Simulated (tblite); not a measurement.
Species: C₄H₈O₂SeSi₂.
Atom-mapped SMILES: `[O:1]=[CH:2][C@@H:3]1[Se:4][SiH2:5][CH2:6][Si@@H:7]1[CH:8]=[O:9]` (hydrogens: H10 on C2; H11 on C3; H12, H13 on Si5; H14, H15 on C6; H16 on Si7; H17 on C8)

Computed with GFN2-xTB (tblite), gas phase: L-BFGS steps from a force-field or distance-geometry start until the largest atomic force falls under 0.01 eV/Å.

Geometry at step 14:
```
atom  x, y, z in Å
O1      3.4960   -0.1478   -1.2204
C2      2.3015   -0.0479   -1.2885
C3      1.3481   -0.5267   -0.2610
Se4     0.0425   -1.7682   -1.1427
Si5    -1.6760   -1.4226    0.3375
C6     -0.9493   -0.1294    1.5460
Si7     0.3300    0.8818    0.5850
C8     -0.6846    1.7747   -0.7984
O9     -1.5532    1.1820   -1.3876
H10     1.8227    0.4413   -2.1615
H11     1.8866   -1.1248    0.4802
H12    -2.8610   -0.9478   -0.3577
H13    -1.9628   -2.6693    1.0519
H14    -0.4722   -0.6393    2.3797
H15    -1.7435    0.4790    1.9634
H16     1.1772    1.8314    1.2994
H17    -0.5091    2.8457   -1.0351
```

Problem. Give the atomic forces at this geometry.

Solution. 
| atom | Fx (eV/Å) | Fy (eV/Å) | Fz (eV/Å) |
| --- | --- | --- | --- |
| O1 | 0.023 | 0.042 | 0.073 |
| C2 | -0.064 | 0.030 | -0.007 |
| C3 | 0.006 | -0.009 | -0.050 |
| Se4 | -0.017 | 0.000 | -0.060 |
| Si5 | -0.068 | -0.090 | -0.085 |
| C6 | 0.012 | 0.019 | 0.015 |
| Si7 | 0.102 | 0.037 | -0.115 |
| C8 | -0.042 | -0.025 | 0.068 |
| O9 | 0.030 | -0.008 | 0.005 |
| H10 | -0.104 | -0.046 | 0.010 |
| H11 | -0.009 | 0.083 | 0.053 |
| H12 | -0.038 | 0.021 | -0.030 |
| H13 | 0.038 | -0.035 | 0.022 |
| H14 | 0.011 | -0.015 | 0.046 |
| H15 | -0.029 | 0.064 | 0.009 |
| H16 | 0.061 | 0.014 | 0.026 |
| H17 | 0.089 | -0.082 | 0.018 |

The largest, 0.16 eV/Å, acts on Si7; the rms over all components is 0.050 eV/Å. The forces sum to zero within rounding, as they must for an isolated molecule in no field.

Problem. Give the force on Si7 in Eh/bohr and in nN.

Solution. 0.158 eV/Å ÷ 51.422 = 0.00307 Eh/bohr, and 0.158 eV/Å × 1.602 = 0.25 nN.

Problem. How far is this geometry from the end of the optimisation?

Solution. 0.070 eV above it, and 0.302 Å rms away after alignment. The bonds farthest from their final lengths, with half the difference of the two atoms' forces along the bond (positive lengthens):

```json
{"bond": "C3–Se4", "now (Å)": "2.006", "final (Å)": "1.986", "force along bond (eV/Å)": "+0.01"}
{"bond": "Si7–C8", "now (Å)": "1.934", "final (Å)": "1.925", "force along bond (eV/Å)": "-0.04"}
{"bond": "C3–Si7", "now (Å)": "1.933", "final (Å)": "1.939", "force along bond (eV/Å)": "-0.02"}
{"bond": "Si5–C6", "now (Å)": "1.913", "final (Å)": "1.919", "force along bond (eV/Å)": "+0.08"}
{"bond": "C2–C3", "now (Å)": "1.481", "final (Å)": "1.476", "force along bond (eV/Å)": "-0.03"}
{"bond": "Se4–Si5", "now (Å)": "2.294", "final (Å)": "2.298", "force along bond (eV/Å)": "0.00"}
```

The angle farthest from its final value is C2–C3–Si7, 114.0° against 106.7°.

What follows is the cost of the whole relaxation. On Intel Xeon at 2.50 GHz, one thread, shared host, this took 2.5 s wall.
